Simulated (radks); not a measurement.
Question: Radial electron density D(r) = 4 pi r^2 rho(r) of an atom or ion with 36 electrons. Method: scalar-relativistic Kohn-Sham, PBE, spin-polarised, spherical densities, finite nucleus; Fermi nuclear charge, rms radius of each element as measured or else 0.836 A^(1/3) + 0.57 fm; computed with a radial shooting solver on a logarithmic mesh with Libxc functionals.

r (bohr),D(r) (e/bohr)
0.002272,16.71
0.002888,23.45
0.003672,32.18
0.004705,43.33
0.005981,55.74
0.007604,68.58
0.009744,80.18
0.01239,87.27
0.01575,88.39
0.02018,84.01
0.02565,79.17
0.03261,81.10
0.04179,94.41
0.05312,111.4
0.06753,116.8
0.08654,102.1
0.11,85.49
0.141,89.81
0.1792,102.0
0.2278,86.69
0.292,48.60
0.3712,29.48
0.4718,26.32
0.6046,15.46
0.7686,4.167
0.9771,0.4379
1.252,0.01276

What is the nuclear charge?

Answer: Z = 66. The innermost maximum, from 1s, lies near gamma/Z bohr with gamma = sqrt(1 - (Z/c)^2) = 0.876, here 0.0133 bohr (found: 0.0145), and its height grows with Z. The density is that of the dysprosium ion Dy30+ in [Kr]; the configuration itself is not fixed sharply by these data, and Z only to a few units. D(r) has 3 maxima, at r = 0.0145, 0.0639, 0.182 bohr, and minima at 0.0278, 0.119 bohr, inside which lie 1.93, 11.00 electrons.
